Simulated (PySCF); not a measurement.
C3H8GeSi, SMILES [SiH2]1[GeH2][CH]=C1C.

The structure is a stationary point at PBE0-D3(BJ)/def2-SVP. This is a generated structure with no PubChem entry under its InChIKey; it may be hypothetical.

Two levels are set side by side: PBE/def2-TZVP (PySCF) and ωB97X/def2-TZVP (PySCF). Same geometry, gas phase. Differences are taken from unrounded values.

| quantity | ωB97X |
|---|---|
| orbital gap (eV) | 11.52 |
| highest occupied level (eV) | -9.70 |
| lowest empty level (eV) | 1.82 |
| dipole moment (D) | 0.86 |
| mean polarisability (bohr³) | 93.0 |

### Question
What does PBE give, and how far is it from ωB97X? (An estimate is asked for; the answer gives what the named calculation found.)

### Answer

| quantity | PBE | PBE minus ωB97X |
|---|---|---|
| orbital gap (eV) | 5.02 | -6.50 |
| highest occupied level (eV) | -6.41 | 3.29 |
| lowest empty level (eV) | -1.39 | -3.21 |
| dipole moment (D) | 1.02 | 0.16 |
| mean polarisability (bohr³) | 97.5 | 4.4 |

Without exact exchange PBE keeps part of each electron's self-repulsion, which lifts occupied levels and narrows the gap. PBE's more diffuse valence density responds more strongly to a field. Differences between two approximate levels are no errors against the true value.

Rough cost on one machine, each run with all the roots and properties that it gave: ωB97X against PBE within a factor of 2.
